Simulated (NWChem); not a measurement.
Species: C$_{2}$H$_{2}$Br$_{2}$; SMILES Br/C=C\Br

All runs: NWChem. All runs use the structure optimised with B3LYP/6-31G* (spherical d). Level: PBE/def2-SVP with SMD (1 M gas to 1 M solution), gas-phase geometry.

What does the run give for solvent toluene? Quantities: solvation free energy (kcal/mol); cavity-dispersion-structure term (kcal/mol); dipole in solution (D).


```json
{
  "solvation free energy (kcal/mol)": "-4.9",
  "cavity-dispersion-structure term (kcal/mol)": "-3.6",
  "dipole in solution (D)": "1.75"
}
```
